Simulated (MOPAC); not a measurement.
MOPAC input (PM3):

```
PM3 1SCF CHARGE=-1 GEO-OK AUX(PRECISION=9) THREADS=1
C3H10GeN

C     0.58105700 1   -1.38511600 1   -1.32231200 1
Ge    0.02900700 1   -0.07944700 1   -0.09458200 1
C    -1.85865600 1    0.65945300 1    0.06860500 1
C     1.13984100 1    1.57706500 1   -0.18521600 1
N     0.24260400 1   -0.70733200 1    1.70706400 1
H     0.86487400 1   -0.96896800 1   -2.29396200 1
H    -0.13031800 1   -2.20747400 1   -1.44897200 1
H    -2.57357100 1   -0.16336500 1    0.15820700 1
H    -2.11225400 1    1.22864200 1   -0.82953800 1
H    -1.96803700 1    1.31555100 1    0.93924300 1
H     2.19626400 1    1.30652600 1   -0.22809200 1
H     0.97010300 1    2.19170000 1    0.70168200 1
H     0.89474400 1    2.16470100 1   -1.07408200 1
H     0.71723100 1   -1.60334800 1    1.64472600 1
H    -0.65893800 1   -0.87874600 1    2.14150200 1
```

From the output:

```
                                                       MOPAC v23.2.5 Linux

          FINAL HEAT OF FORMATION =          1.12825 KCAL/MOL =       4.72060 KJ/MOL

          COSMO AREA              =        143.28 SQUARE ANGSTROMS
          COSMO VOLUME            =        138.02 CUBIC ANGSTROMS

          IONIZATION POTENTIAL    =          1.542000 EV
          HOMO LUMO ENERGIES (EV) =         -1.542  5.077
          NO. OF FILLED LEVELS    =         16
          MOLECULAR WEIGHT        =        132.7087         POINT GROUP:  C1

          MOLECULAR DIMENSIONS (Angstroms)

            Atom       Atom       Distance
            H    12    H     7     5.01886
            H     9    H    14     4.63740
            H     6    H    15     4.06439

          SCF CALCULATIONS        =          1

   ATOM   CHEMICAL          X               Y               Z
  NUMBER   SYMBOL      (ANGSTROMS)     (ANGSTROMS)     (ANGSTROMS)

     1       C          0.58105700  *  -1.38511600  *  -1.32231200  *
     2      Ge          0.02900700  *  -0.07944700  *  -0.09458200  *
     3       C         -1.85865600  *   0.65945300  *   0.06860500  *
     4       C          1.13984100  *   1.57706500  *  -0.18521600  *
     5       N          0.24260400  *  -0.70733200  *   1.70706400  *
     6       H          0.86487400  *  -0.96896800  *  -2.29396200  *
     7       H         -0.13031800  *  -2.20747400  *  -1.44897200  *
     8       H         -2.57357100  *  -0.16336500  *   0.15820700  *
     9       H         -2.11225400  *   1.22864200  *  -0.82953800  *
    10       H         -1.96803700  *   1.31555100  *   0.93924300  *
    11       H          2.19626400  *   1.30652600  *  -0.22809200  *
    12       H          0.97010300  *   2.19170000  *   0.70168200  *
    13       H          0.89474400  *   2.16470100  *  -1.07408200  *
    14       H          0.71723100  *  -1.60334800  *   1.64472600  *
    15       H         -0.65893800  *  -0.87874600  *   2.14150200  *

                             CARTESIAN COORDINATES

   1    C        0.581057000    -1.385116000    -1.322312000
   2   Ge        0.029007000    -0.079447000    -0.094582000
   3    C       -1.858656000     0.659453000     0.068605000
   4    C        1.139841000     1.577065000    -0.185216000
   5    N        0.242604000    -0.707332000     1.707064000
   6    H        0.864874000    -0.968968000    -2.293962000
   7    H       -0.130318000    -2.207474000    -1.448972000
   8    H       -2.573571000    -0.163365000     0.158207000
   9    H       -2.112254000     1.228642000    -0.829538000
  10    H       -1.968037000     1.315551000     0.939243000
  11    H        2.196264000     1.306526000    -0.228092000
  12    H        0.970103000     2.191700000     0.701682000
  13    H        0.894744000     2.164701000    -1.074082000
  14    H        0.717231000    -1.603348000     1.644726000
  15    H       -0.658938000    -0.878746000     2.141502000

           Empirical Formula: C3 H10 N Ge  =    15 atoms

      MOLECULAR POINT GROUP   :   C1

                  EIGENVALUES
 -25.02389 -23.33199 -21.97334 -19.94313 -10.31757  -9.74525  -9.44388  -9.11367
  -8.91548  -8.03593  -7.81949  -6.60866  -6.09545  -6.04161  -4.42002  -1.54200
   5.07664   5.20993   6.20758   8.38748   8.72609   8.81749   8.98311   9.02737
   9.05572   9.07058   9.30764  10.19897  10.56566  10.84526

              NET ATOMIC CHARGES AND DIPOLE CONTRIBUTIONS

  ATOM NO.   TYPE          CHARGE      No. of ELECS.   s-Pop       p-Pop
    1          C          -0.653292        4.6533     1.33536     3.31793
    2         Ge           0.201231        3.7988     0.77344     3.02533
    3          C          -0.324937        4.3249     1.19620     3.12874
    4          C          -0.229762        4.2298     1.17239     3.05737
    5          N          -0.245037        5.2450     1.53472     3.71032
    6          H           0.032633        0.9674     0.96737
    7          H           0.029735        0.9703     0.97026
    8          H           0.021446        0.9786     0.97855
    9          H           0.023471        0.9765     0.97653
   10          H           0.023552        0.9764     0.97645
   11          H           0.035974        0.9640     0.96403
   12          H           0.027967        0.9720     0.97203
   13          H           0.019254        0.9807     0.98075
   14          H           0.028770        0.9712     0.97123
   15          H           0.008995        0.9910     0.99100
 DIPOLE           X         Y         Z       TOTAL
 POINT-CHG.    -0.310     2.486     1.865     3.123
 HYBRID        -1.840    -0.034    -0.635     1.947
 SUM           -2.150     2.452     1.230     3.486

          ATOMIC ORBITAL ELECTRON POPULATIONS

     Atom    s        px        py        pz
    1  C   1.33536   1.26053   0.97002   1.08738
    2 Ge   0.77344   0.96693   0.98305   1.07534
    3  C   1.19620   1.13143   1.00831   0.98901
    4  C   1.17239   1.03055   1.03987   0.98695
    5  N   1.53472   1.16600   1.27167   1.27265
    6  H   0.96737
    7  H   0.97026
    8  H   0.97855
    9  H   0.97653
   10  H   0.97645
   11  H   0.96403
   12  H   0.97203
   13  H   0.98075
   14  H   0.97123
   15  H   0.99100

 **********************
 *                    *
 * JOB ENDED NORMALLY *
 *                    *
 **********************

 == MOPAC DONE ==
```

The dipole moment of an ion depends on the origin.

The geometry given is a B3LYP-D3(BJ)/def2-TZVP minimum.
